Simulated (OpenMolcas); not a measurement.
# Rh2+: moving or changing the point charges

Rh2+ among 6 point charges of -1.5 e arranged as a tetragonal octahedron (D4h), 2.07 Å from the ion, with the axial distance 2.173 Å.
```
   2.0700    0.0000    0.0000  -1.50
   0.0000    2.0700    0.0000  -1.50
  -2.0700    0.0000    0.0000  -1.50
   0.0000   -2.0700    0.0000  -1.50
   0.0000    0.0000    2.1735  -1.50
   0.0000    0.0000   -2.1735  -1.50
```

```json
{"Program": "OpenMolcas", "Method": "CASSCF", "Basis": "ANO-RCC-VDZP [6s5p3d1f]", "Scalar Hamiltonian": "DKH2, point nucleus", "Active space": "7 electrons in 5 orbitals (4d)", "State averaging": "2S+1 = 4 even, 10 roots; 2S+1 = 2 even, 40 roots", "Spin-orbit coupling": "state interaction with AMFI integrals over the reference wave functions"}
```

Runs around this geometry, states (labels of D4, the rotations of D4h). Energies in cm-1 above the lowest state or level, χT in cm3 K/mol.

```csv
R (Å),q (e),Axial / equatorial distance,Ground state,First state of that spin,First gap with spin-orbit (degeneracies),χT at 300 K,First state of another spin
2.07,-1.5,0.97,4E,4A2 426.7,"665.3 (2, 2)",3.452,2B1 9045
2.07,-0.98,1.05,4A2,4E 384.8,"569.7 (2, 2)",3.816,2A1 12075
2.07,-1.5,1.05,4A2,4E 689.3,"590.1 (2, 2)",3.521,2A1 9947
2.17,-1.5,1.05,4A2,4E 588.0,"582.0 (2, 2)",3.661,2A1 11126
```

Taking the first state of the same spin as R^-n, n = -ln(588 / 689.3) / ln(2.17 / 2.07) = 3.4 between the shortest and longest distance.

Scaling the charges by -0.98 / -1.5 = 0.65 scales the first state of the same spin by 384.8 / 689.3 = 0.56; with fixed orbitals a first-order splitting would follow the charge.

The ground state changes within this set.

Without dynamic correlation the repulsion within the d shell is too large (B by tens of per cent), so at a given field states of lower spin stand too high. Point charges give a weaker field than real ligands, and real ions of this kind are as a rule low spin; the high spin found here belongs to the model. Spin-orbit coupling mixes the spin-free states strongly: the lowest level takes only 50 % from its leading state, 4E, which lies 385 cm-1 above the lowest spin-free state (figures for R = 2.07, q = -0.98, ratio = 1.05; the like holds for R = 2.07, q = -1.5, ratio = 1.05, R = 2.17, q = -1.5, ratio = 1.05). An orbital doublet at a regular site is open to a Jahn-Teller distortion, which this geometry leaves out (holds for R = 2.07, q = -1.5, ratio = 0.97). Point charges carry no covalency, so the field is a model and not that of real ligands. No measured value stands beside these numbers.
